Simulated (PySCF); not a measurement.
SMILES N#CCB(O)O (C₂H₄BNO₂), PBE0/def2-SVP optimised geometry.

```
10

N      2.02     1.83     0.02
C      1.69     0.72     0.01
C      1.15    -0.62     0.00
B     -0.45    -0.62     0.00
O     -1.06    -1.83     0.00
O     -1.19     0.51     0.00
H      1.52    -1.19     0.88
H      1.51    -1.17    -0.89
H     -2.02    -1.75     0.00
H     -0.66     1.32     0.00
```

Density from PBE0/def2-TZVP in PySCF at that geometry.

Minimum of the electron density along straight lines between bonded atoms, close to the bond critical point (lines longer than 1.1 times the sum of covalent radii, or with two minima, are not listed):

```json
[
 {"bond": "N1–C2", "length / Å": "1.159", "ρ at the minimum / e bohr⁻³": "[?]", "∇²ρ there / e bohr⁻⁵": "-0.24", "position (fraction from the first atom)": "0.65"},
 {"bond": "C2–C3", "length / Å": "1.448", "ρ at the minimum / e bohr⁻³": "0.270", "∇²ρ there / e bohr⁻⁵": "[?]", "position (fraction from the first atom)": "0.55"},
 {"bond": "C3–B4", "length / Å": "1.600", "ρ at the minimum / e bohr⁻³": "[?]", "∇²ρ there / e bohr⁻⁵": "-0.27", "position (fraction from the first atom)": "0.67"},
 {"bond": "B4–O5", "length / Å": "1.353", "ρ at the minimum / e bohr⁻³": "0.216", "∇²ρ there / e bohr⁻⁵": "0.95", "position (fraction from the first atom)": "0.33"},
 {"bond": "B4–O6", "length / Å": "1.354", "ρ at the minimum / e bohr⁻³": "0.215", "∇²ρ there / e bohr⁻⁵": "0.95", "position (fraction from the first atom)": "0.33"},
 {"bond": "C3–H7", "length / Å": "1.102", "ρ at the minimum / e bohr⁻³": "0.268", "∇²ρ there / e bohr⁻⁵": "-0.89", "position (fraction from the first atom)": "0.65"},
 {"bond": "C3–H8", "length / Å": "1.102", "ρ at the minimum / e bohr⁻³": "0.268", "∇²ρ there / e bohr⁻⁵": "-0.89", "position (fraction from the first atom)": "0.65"},
 {"bond": "O5–H9", "length / Å": "0.964", "ρ at the minimum / e bohr⁻³": "0.356", "∇²ρ there / e bohr⁻⁵": "-2.45", "position (fraction from the first atom)": "0.81"},
 {"bond": "O6–H10", "length / Å": "0.965", "ρ at the minimum / e bohr⁻³": "0.354", "∇²ρ there / e bohr⁻⁵": "-2.46", "position (fraction from the first atom)": "0.81"}
]
```

Question: Fill in the missing entries.

Answer: 
- N1–C2, ρ at the minimum / e bohr⁻³: 0.488
- C2–C3, ∇²ρ there / e bohr⁻⁵: -0.74
- C3–B4, ρ at the minimum / e bohr⁻³: 0.175
